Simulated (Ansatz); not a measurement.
CH$_{3}$AlBrF at its PBE0-D4/def2-TZVP geometry, where that method's forces vanish. The species carries charge 0 and has multiplicity 1. The bonds changed during the relaxation, so this is another structure than the one it started from.

| atom | x (Å) | y (Å) | z (Å) |
| --- | --- | --- | --- |
| F1 | -1.7172 | 0.0104 | 1.0603 |
| C2 | -0.9153 | 0.2318 | 0.0119 |
| Al3 | 0.8581 | -0.6392 | -0.1930 |
| Br4 | 0.4203 | 1.7803 | 0.5108 |
| H5 | -1.4875 | 0.7177 | -0.7802 |
| H6 | 1.3838 | -1.4635 | 1.0450 |
| H7 | 1.4578 | -0.6376 | -1.6547 |

**Question.** For each bond, give half the difference of the two atoms' forces along it (eV/Å; positive pushes the atoms apart) under PBE-D4, r2SCAN-D4, B3LYP-D4, ωB97M-V in def2-TZVPP. (Estimate.)

**Answer.** Computed: 
```tsv
bond	length (Å)	PBE-D4	r2SCAN-D4	B3LYP-D4	ωB97M-V
F1–C2	1.338	0.56	0.31	0.38	0.31
C2–Al3	1.986	-0.10	-0.07	0.04	0.03
C2–Br4	2.105	0.20	0.24	0.33	0.01
C2–H5	1.091	0.09	-0.07	-0.20	-0.18
Al3–Br4	2.558	0.17	0.08	0.29	0.09
Al3–H6	1.577	0.04	-0.02	-0.10	-0.13
Al3–H7	1.580	0.04	-0.01	-0.10	-0.12
```

B3LYP here is the variant with VWN-RPA as its local correlation; programs differ in this.
